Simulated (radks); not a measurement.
The numbers below are computed, except where a source is named.
Minus the highest occupied eigenvalue as an estimate of the ionisation energy, Cs to Cs19+. The LB94 potential has the -1/r tail that LDA and GGA lack but no energy functional. Level of theory: Dirac Kohn-Sham, LB94 model potential, spin-unpolarised, spherical densities, finite nucleus; open shells fill j = l - 1/2 first; Fermi nuclear charge, rms radius 4.8041 fm (a radial shooting solver on a logarithmic mesh with Libxc functionals).

| species | configuration | HOMO | -e(HOMO) (eV) | <r> (bohr) | IE, NIST (eV) | kind |
|---|---|---|---|---|---|---|
| Cs | [Xe] 6s1 | 6s1/2 | 4.691 | 4.86 | 3.894 | exp. |
| Cs+ | [Xe] | 5p3/2 | 23.492 | 2.09 | 23.157 | exp. |
| Cs2+ | [Kr] 4d10 5s2 5p5 | 5p3/2 | 33.967 | 2.00 | 33.195 | semi-emp. |
| Cs3+ | [Kr] 4d10 5s2 5p4 | 5p3/2 | 45.166 | 1.93 | 43 | theory |
| Cs4+ | [Kr] 4d10 5s2 5p3 | 5p3/2 | 57.027 | 1.86 | 56 | theory |
| Cs5+ | [Kr] 4d10 5s2 5p2 | 5p1/2 | 72.042 | 1.74 | 69 | theory |
| Cs6+ | [Kr] 4d10 5s2 5p1 | 5p1/2 | 85.492 | 1.69 | 83 | theory |
| Cs7+ | [Kr] 4d10 5s2 | 5s1/2 | 115.06 | 1.52 | 110 | semi-emp. |
| Cs8+ | [Kr] 4d10 5s1 | 5s1/2 | 130.73 | 1.49 | 125.6 | semi-emp. |
| Cs9+ | [Kr] 4d10 | 4d5/2 | 209.33 | 0.820 | 213 | exp. |
| Cs10+ | [Kr] 4d9 | 4d5/2 | 235.69 | 0.805 | 233 | theory |
| Cs11+ | [Kr] 4d8 | 4d5/2 | 262.86 | 0.790 | 261 | theory |
| Cs12+ | [Kr] 4d7 | 4d5/2 | 290.79 | 0.776 | 289 | theory |
| Cs13+ | [Kr] 4d6 | 4d5/2 | 319.49 | 0.763 | 316 | theory |
| Cs14+ | [Kr] 4d5 | 4d5/2 | 348.92 | 0.750 | 352 | theory |
| Cs15+ | [Kr] 4d4 | 4d3/2 | 382.17 | 0.731 | 382 | theory |
| Cs16+ | [Kr] 4d3 | 4d3/2 | 413.27 | 0.720 | 413 | theory |
| Cs17+ | [Kr] 4d2 | 4d3/2 | 445.09 | 0.709 | 445 | theory |
| Cs18+ | [Kr] 4d1 | 4d3/2 | 477.63 | 0.698 | 476 | theory |
| Cs19+ | [Kr] | 4p3/2 | 597.94 | 0.672 | 597 | theory |

Reference values: NIST Atomic Spectra Database (exp. = measured, semi-emp. = semi-empirical, theory = theoretical value adopted there). Spin polarisation and multiplet splitting are left out.

Beside tabulated values, note that spin-unpolarised runs miss the spin-polarisation part of the exchange energy of open shells.
